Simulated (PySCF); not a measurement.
Broadened absorption spectrum of Zn(OH)2

Zn(OH)2 (singlet state).
SMILES: `[OH][Zn][OH]`

Computed with PySCF 2.14.0, density-fitted response routines, TDDFT B3LYP/def2-SVPD, vertical, gas phase, core orbitals frozen in the response. Geometry: PBE0-D3(BJ)/def2-SVP; no solvent, vibrations or thermal averaging.

Computed states:

```json
{"state": "S1", "E (eV)": "5.09", "f": "0.0000"}
{"state": "S2", "E (eV)": "5.83", "f": "0.061"}
{"state": "S3", "E (eV)": "6.30", "f": "0.098"}
{"state": "S4", "E (eV)": "6.74", "f": "0.0002"}
{"state": "S5", "E (eV)": "6.82", "f": "0.051"}
{"state": "S6", "E (eV)": "7.37", "f": "0.024"}
{"state": "S7", "E (eV)": "7.41", "f": "0.057"}
{"state": "S8", "E (eV)": "7.43", "f": "0.037"}
{"state": "S9", "E (eV)": "7.80", "f": "0.067"}
{"state": "S10", "E (eV)": "7.83", "f": "0.0000"}
{"state": "S11", "E (eV)": "7.96", "f": "0.0001"}
{"state": "S12", "E (eV)": "8.00", "f": "0.0000"}
{"state": "S13", "E (eV)": "8.23", "f": "0.026"}
{"state": "S14", "E (eV)": "8.47", "f": "0.076"}
{"state": "S15", "E (eV)": "8.57", "f": "0.092"}
```

Broadening: Gaussians 0.3 eV wide at half height, area fixed by f = 4.319×10⁻⁹ ∫ε dν̃. The width is an assumption, not a result. The curve ends short of the highest state used, and states not computed would add to its high-energy end.

Problem. Give the broadened spectrum and its maxima.

Solution. 
E (eV), ε (L mol⁻¹ cm⁻¹) and a bar:
```
     4.64          0 
     4.79          0 
     4.93          1 
     5.07          2 
     5.22          1 
     5.36          6 
     5.51        222 #
     5.65       1959 ######
     5.80       5291 ###############
     5.94       3989 ############
     6.09       3002 #########
     6.23       7633 ######################
     6.38       7174 #####################
     6.52       2224 ######
     6.66       2217 ######
     6.81       4558 #############
     6.95       2761 ########
     7.10       1058 ###
     7.24       4611 #############
     7.39      10393 ##############################
     7.53       7238 #####################
     7.68       5008 ##############
     7.82       5971 #################
     7.97       2694 ########
```

Maxima: 213 nm (5.83 eV), ε about 5500, made up of S2 (100%); 197 nm (6.30 eV), ε about 8800, made up of S3 (100%); 182 nm (6.82 eV), ε about 4600, made up of S5 (100%); 167 nm (7.41 eV), ε about 10000, made up of S6 (20%), S7 (49%) and S8 (31%); 159 nm (7.79 eV), ε about 6100, made up of S9 (98%) (ε in L mol⁻¹ cm⁻¹; maxima over ε = 5, shares over 10%).

Problem. Coming from long wavelengths, where does ε first pass 100 L mol⁻¹ cm⁻¹?

Solution. At about 227 nm (5.47 eV), 0.38 eV above S1.

Problem. On this curve, what absorbance would a 10⁻⁵ mol/L sample give at 193 nm over a 1 cm path?

Solution. 193 nm is 6.424 eV, where ε is about 5400 L mol⁻¹ cm⁻¹, so A = ε c l ≈ 0.054 (Beer–Lambert, with the gas-phase spectrum and the assumed width).

Problem. What would ε be at 7.41 eV, the highest of these maxima, with half the width (0.15 eV)?

Solution. About 20000 L mol⁻¹ cm⁻¹ against 10500, a factor of about 1.9; a lone state at its own centre would give exactly 2.
